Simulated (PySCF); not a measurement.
Species: sum formula H₄BSiO₂ (charge 0, doublet). It need not be the lowest isomer of its formula. SMILES: [O]B(O)[SiH3]
Geometry from a B3LYP-D3(BJ)/def2-TZVP (Ansatz) optimisation:
```
B
O 1 1.2762
O 1 1.3526 2 144.38
H 3 0.9664 1 113.46 2 0.00
Si 1 2.1467 2 91.99 3 180.00
H 5 1.4747 1 108.51 2 60.79
H 5 1.4747 6 111.73 1 119.59
H 5 1.4879 6 110.16 7 122.78
```
Charge 0, spin multiplicity 2.

Dispersion corrections to the total energy (kcal/mol) from the dftd3 and dftd4 libraries through PySCF: D3(BJ) without and D4 with the three-body term, each with the damping fitted for the functional named.

```json
[
 {"functional": "HF", "D3(BJ)": "-25.36", "D4": "?"},
 {"functional": "TPSS", "D3(BJ)": "-3.86", "D4": "?"},
 {"functional": "PBE", "D3(BJ)": "-3.03", "D4": "-3.05"},
 {"functional": "B2PLYP", "D3(BJ)": "-2.60", "D4": "?"},
 {"functional": "TPSSh", "D3(BJ)": "-3.55", "D4": "-3.73"},
 {"functional": "B2GP-PLYP", "D3(BJ)": "-2.29", "D4": "-1.28"},
 {"functional": "B3LYP", "D3(BJ)": "-5.45", "D4": "-4.95"}
]
```

**Question.** What belongs in the gaps?

**Answer.** 
- HF, D4: -11.03
- TPSS, D4: -4.13
- B2PLYP, D4: -2.12
